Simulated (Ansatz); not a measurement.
Born–Oppenheimer molecular dynamics of AuF (2 atoms, charge 0, multiplicity 1). It starts from a relaxed structure.

Computed with Ansatz, UKS PBE/def2-SVP.

```
ensemble                      : NVE (velocity Verlet)
time step                     : 2 fs
steps asked                   : 400
starting velocities drawn for : 3000 K
seed                          : 575323
```

Frames 10 fs apart, positions in Å, forces in eV/Å.

Velocities at 60.0 fs (Å/ps):

```
F -9.02 3.25 -4.52
Au 0.87 -0.31 0.44
```

```xyz
2
Properties=species:S:1:pos:R:3:forces:R:3 time_fs=60.0 energy_less_start_eV=0.008 T=2814
F 0.866 -0.336 0.428 -0.45 0.16 -0.22
Au -0.815 0.269 -0.414 0.45 -0.16 0.22
2
Properties=species:S:1:pos:R:3:forces:R:3 time_fs=70.0 energy_less_start_eV=0.071 T=1368
F 0.779 -0.305 0.385 1.61 -0.58 0.81
Au -0.807 0.266 -0.409 -1.61 0.58 -0.81
2
Properties=species:S:1:pos:R:3:forces:R:3 time_fs=80.0 energy_less_start_eV=0.102 T=661
F 0.768 -0.301 0.379 1.98 -0.71 0.99
Au -0.806 0.265 -0.409 -1.98 0.71 -0.99
2
Properties=species:S:1:pos:R:3:forces:R:3 time_fs=90.0 energy_less_start_eV=0.000 T=2995
F 0.846 -0.329 0.418 -0.08 0.03 -0.04
Au -0.813 0.268 -0.413 0.08 -0.03 0.04
2
Properties=species:S:1:pos:R:3:forces:R:3 time_fs=100.0 energy_less_start_eV=0.089 T=968
F 0.925 -0.358 0.458 -1.29 0.46 -0.65
Au -0.821 0.271 -0.416 1.29 -0.46 0.65
2
Properties=species:S:1:pos:R:3:forces:R:3 time_fs=110.0 energy_less_start_eV=0.124 T=142
F 0.942 -0.364 0.466 -1.47 0.53 -0.74
Au -0.823 0.271 -0.417 1.47 -0.53 0.74
2
Properties=species:S:1:pos:R:3:forces:R:3 time_fs=120.0 energy_less_start_eV=0.029 T=2335
F 0.888 -0.344 0.439 -0.80 0.29 -0.40
Au -0.817 0.270 -0.415 0.80 -0.29 0.40
2
Properties=species:S:1:pos:R:3:forces:R:3 time_fs=130.0 energy_less_start_eV=0.034 T=2216
F 0.798 -0.312 0.394 1.07 -0.38 0.53
Au -0.809 0.266 -0.410 -1.07 0.38 -0.53
2
Properties=species:S:1:pos:R:3:forces:R:3 time_fs=140.0 energy_less_start_eV=0.127 T=94
F 0.760 -0.298 0.376 2.25 -0.81 1.13
Au -0.805 0.265 -0.409 -2.25 0.81 -1.13
2
Properties=species:S:1:pos:R:3:forces:R:3 time_fs=150.0 energy_less_start_eV=0.006 T=2857
F 0.823 -0.321 0.407 0.43 -0.15 0.21
Au -0.811 0.267 -0.412 -0.43 0.15 -0.21
2
Properties=species:S:1:pos:R:3:forces:R:3 time_fs=160.0 energy_less_start_eV=0.061 T=1611
F 0.909 -0.352 0.450 -1.10 0.40 -0.55
Au -0.819 0.270 -0.416 1.10 -0.40 0.55
2
Properties=species:S:1:pos:R:3:forces:R:3 time_fs=170.0 energy_less_start_eV=0.130 T=1
F 0.945 -0.365 0.468 -1.50 0.54 -0.75
Au -0.823 0.272 -0.417 1.50 -0.54 0.75
```

Of the whole run (800 fs, mean temperature of the second half 1475 K): The conserved energy stayed within 0.8 meV per atom of its start (net change 0.55 meV per atom), so the integration is sound. The temperature averaged 0.49 of the 3000 K drawn at the start: a run that starts near a minimum puts about half its kinetic energy into the potential. A run of 0.8 ps of so small a system gives no equilibrium averages.

The run took 7.6 min on 1 thread of Arm Neoverse V2, with other jobs on the host, peak memory 0.1 GiB.
